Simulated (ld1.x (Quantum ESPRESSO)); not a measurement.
An all-electron radial function and its pseudo partner (V)

Columns: radius, all-electron u(r) and pseudo u(r) of the 3s shell (level -66.58 eV) of vanadium in the configuration [Ne] 3s2 3p6 3d4 4s1 4p0; PBE, scalar-relativistic, TM scheme, ld1.x (Quantum ESPRESSO) 7.5.

| r (bohr) | all-electron | pseudo |
| --- | --- | --- |
| 0.070 | 0.1457 | 0.0983 |
| 0.140 | -0.4036 | 0.1977 |
| 0.210 | -0.5994 | 0.2990 |
| 0.280 | -0.4588 | 0.4032 |
| 0.350 | -0.1477 | 0.5107 |
| 0.420 | 0.2046 | 0.6210 |
| 0.490 | 0.5246 | 0.7321 |
| 0.560 | 0.7798 | 0.8400 |
| 0.630 | 0.9624 | 0.9385 |
| 0.700 | 1.0761 | 1.0198 |
| 0.770 | 1.1315 | 1.0761 |
| 0.840 | 1.1409 | 1.1016 |
| 0.910 | 1.1161 | 1.0947 |
| 0.980 | 1.0674 | 1.0588 |
| 1.050 | 1.0033 | 1.0010 |
| 1.120 | 0.9302 | 0.9299 |
| 1.190 | 0.8531 | 0.8531 |
| 1.260 | 0.7755 | 0.7755 |
| 1.330 | 0.6998 | 0.6998 |
| 1.400 | 0.6277 | 0.6277 |
| 1.470 | 0.5602 | 0.5602 |
| 1.540 | 0.4979 | 0.4979 |
| 1.610 | 0.4408 | 0.4408 |
| 1.680 | 0.3892 | 0.3892 |
| 1.750 | 0.3426 | 0.3426 |
| 1.820 | 0.3009 | 0.3009 |

Question: How many radial nodes do the two functions have?

Answer: The all-electron 3s function has n − l − 1 = 2; the pseudo-wave has 0, since the states of the same l below it are removed with the core.

Question: At about which radius was the pseudo-wave matched?

Answer: 1.25 bohr. The columns agree to 0.0005 from 1.12 bohr on; several derivatives are matched, so the curves merge somewhat inside the radius.

Question: Where does each function peak?

Answer: Outermost all-electron maximum near 0.84 bohr, pseudo maximum near 0.84 bohr (to the table’s step).

Question: Is the pseudo-wave norm-conserving?

Answer: Yes: the TM scheme keeps the norm inside the radius equal to the all-electron one, which fixes the energy derivative of the logarithmic derivative at the level.
